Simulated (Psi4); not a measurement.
C$_{2}$H$_{3}$O, charge -1, singlet, geometry from GFN2-xTB (a gas-phase anion, which may not be bound at this level); PBE0/6-31G** (Psi4).

The Psi4 input:
```
memory 2 GB

molecule {
-1 1
  C     0.12758253    0.83909514   -0.40587053
  O     0.01305692   -0.00449006    0.83668314
  C     0.01266963   -0.63253186   -0.40519283
  H    -0.93552180    1.24899715   -0.58229583
  H    -0.91341079   -1.19766682   -0.63989719
  H     0.90296421   -1.25478943   -0.60489199
}

set basis 6-31g**

energy('pbe0')
print_variables()
```

What the program printed (banner, timings and long lists left out):

```
   => Loading Basis Set <=

    Name: 6-31G**
    Role: ORBITAL
    Keyword: BASIS

         ---------------------------------------------------------
                                   SCF
               by Justin Turney, Rob Parrish, Andy Simmonett
                          and Daniel G. A. Smith
                              RKS Reference
         ---------------------------------------------------------

  ==> Geometry <==

    Molecular point group: c1
    Full point group: C1

    Geometry (in Angstrom), charge = -1, multiplicity = 1:

       Center              X                  Y                   Z               Mass
    ------------   -----------------  -----------------  -----------------  -----------------
         C            0.105766287372     0.811338056685    -0.447911458793    12.000000000000
         O           -0.008759322628    -0.032247143315     0.794642211207    15.994914619570
         C           -0.009146612628    -0.660288943315    -0.447233758793    12.000000000000
         H           -0.957338042628     1.221240066685    -0.624336758793     1.007825032230
         H           -0.935227032628    -1.225423903315    -0.681938118793     1.007825032230
         H            0.881147967372    -1.282546513315    -0.646932918793     1.007825032230

  Running in c1 symmetry.

  Rotational constants: A =      0.89404  B =      0.81811  C =      0.49562 [cm^-1]
  Rotational constants: A =  26802.73778  B =  24526.39214  C =  14858.23608 [MHz]
  Nuclear repulsion =   67.501185265127916

  Charge       = -1
  Multiplicity = 1
  Electrons    = 24
  Nalpha       = 12
  Nbeta        = 12

  ==> Algorithm <==

  SCF Algorithm Type is DF.
  DIIS enabled.
  MOM disabled.
  Fractional occupation disabled.
  Guess Type is SAD.
  Energy threshold   = 1.00e-06
  Density threshold  = 1.00e-06
  Integral threshold = 1.00e-12

  ==> Primary Basis <==

  Basis Set: 6-31G**
    Blend: 6-31G**
    Number of shells: 27
    Number of basis functions: 60
    Number of Cartesian functions: 60
    Spherical Harmonics?: false
    Max angular momentum: 2

  ==> DFT Potential <==

   => LibXC <=

    Version 7.1.2
    S. Lehtola, C. Steigemann, M. J. T. Oliveira, and M. A. L. Marques,  SoftwareX 7, 1–5 (2018) (10.1016/j.softx.2017.11.002)

   => Composite Functional: PBE0 <=

    PBE0 Hyb-GGA Exchange-Correlation Functional

    C. Adamo and V. Barone,  J. Chem. Phys. 110, 6158 (1999) (10.1063/1.478522)
    M. Ernzerhof and G. E. Scuseria,  J. Chem. Phys. 110, 5029 (1999) (10.1063/1.478401)

    Deriv               =              1
    GGA                 =           TRUE
    Meta                =          FALSE

    Exchange Hybrid     =           TRUE
    MP2 Hybrid          =          FALSE

   => Exchange Functionals <=

    0.7500   Perdew, Burke & Ernzerhof

   => Exact (HF) Exchange <=

    0.2500               HF

   => Correlation Functionals <=

    1.0000   Perdew, Burke & Ernzerhof

   => LibXC Density Thresholds  <==

    XC_HYB_GGA_XC_PBEH:  1.00E-15

   => Molecular Quadrature <=

    Radial Scheme          =       TREUTLER
    Pruning Scheme         =           NONE
    Nuclear Scheme         =       TREUTLER

    Blocking Scheme        =         OCTREE
    BS radius alpha        =              1
    Pruning alpha          =              1
    Radial Points          =             75
    Spherical Points       =            302
    Total Points           =         129210
    Total Blocks           =           1049
    Max Points             =            256
    Max Functions          =             60
    Weights Tolerance      =       1.00E-15

   => Loading Basis Set <=

    Name: (6-31G** AUX)
    Role: JKFIT
    Keyword: DF_BASIS_SCF

  ==> Integral Setup <==

  SCF_SUBTYPE=INCORE selected. In-core MEM_DF algorithm will be used.
  Using in-core AOs.

  ==> MemDFJK: Density-Fitted J/K Matrices <==

    J tasked:                   Yes
    K tasked:                   Yes
    wK tasked:                   No
    Algorithm:                 Core
    Schwarz Cutoff:           1E-12
    Mask sparsity (%):       0.0000
    Fitting Condition:        1E-10

   => Auxiliary Basis Set <=

  Basis Set: (6-31G** AUX)
    Blend: CC-PVDZ-JKFIT
    Number of shells: 99
    Number of basis functions: 318
    Number of Cartesian functions: 318
    Spherical Harmonics?: false
    Max angular momentum: 3

  Minimum eigenvalue in the overlap matrix is 6.2805743828E-03.
  Reciprocal condition number of the overlap matrix is 9.2878804188E-04.
    Using symmetric orthogonalization.

  ==> Pre-Iterations <==

  SCF Guess: Superposition of Atomic Densities via on-the-fly atomic UHF (no occupation information).

   -------------------------
    Irrep   Nso     Nmo
   -------------------------
     A         60      60
   -------------------------
    Total      60      60
   -------------------------

  ==> Iterations <==

                           Total Energy        Delta E     RMS |[F,P]|

   @DF-RKS iter SAD:  -152.49124386979227   -1.52491e+02   0.00000e+00
   @DF-RKS iter   1:  -152.70844749944325   -2.17204e-01   1.04329e-02 DIIS/ADIIS
   @DF-RKS iter   2:  -152.65651173450982    5.19358e-02   1.23709e-02 DIIS/ADIIS
   @DF-RKS iter   3:  -152.92228078601750   -2.65769e-01   1.64584e-03 DIIS/ADIIS
   @DF-RKS iter   4:  -152.92541407176446   -3.13329e-03   7.91797e-04 DIIS/ADIIS
   @DF-RKS iter   5:  -152.92626262022398   -8.48548e-04   8.56910e-05 DIIS
   @DF-RKS iter   6:  -152.92627377449455   -1.11543e-05   2.49531e-05 DIIS
   @DF-RKS iter   7:  -152.92627474873692   -9.74242e-07   7.50450e-06 DIIS
   @DF-RKS iter   8:  -152.92627485076173   -1.02025e-07   1.01515e-06 DIIS
   @DF-RKS iter   9:  -152.92627485270100   -1.93927e-09   1.35773e-07 DIIS
  Energy and wave function converged.

  ==> Post-Iterations <==

   Electrons on quadrature grid:
      Ntotal   =   23.9999983045 ; deviation = -1.696e-06

    Orbital Energies [Eh]
    ---------------------

    Doubly Occupied:

[...]
    Virtual:

[...]
    Final Occupation by Irrep:
              A
    DOCC [    12 ]
    NA   [    12 ]
    NB   [    12 ]

  @DF-RKS Final Energy:  -152.92627485270100

   => Energetics <=

    Nuclear Repulsion Energy =             67.5011852651279156
    One-Electron Energy =                -347.5406744870716125
    Two-Electron Energy =                 142.7404019732550466
    DFT Exchange-Correlation Energy =     -15.6271876040123399
    Empirical Dispersion Energy =           0.0000000000000000
    VV10 Nonlocal Energy =                  0.0000000000000000
    Total Energy =                       -152.9262748527009990

Computation Completed

Properties will be evaluated at   0.000000,   0.000000,   0.000000 [a0]

Properties computed using the SCF density matrix

 Multipole Moments:

 ------------------------------------------------------------------------------------
     Multipole            Electronic (a.u.)      Nuclear  (a.u.)        Total (a.u.)
 ------------------------------------------------------------------------------------

 L = 1.  Multiply by 2.5417464519 to convert [e a0] to [Debye]
 Dipole X            :          0.5551785           -0.9482148           -0.3930363
 Dipole Y            :          0.1553909           -1.2064254           -1.0510345
 Dipole Z            :          1.9208075           -1.8272544            0.0935530
 Magnitude           :                                                    1.1260121

 ------------------------------------------------------------------------------------

  Variable Map:
  ----------------------------------------------------------------------------
[...]
  Array Variable Map:
  ----------------------------------------------------------------------------
[...]
[...]
```
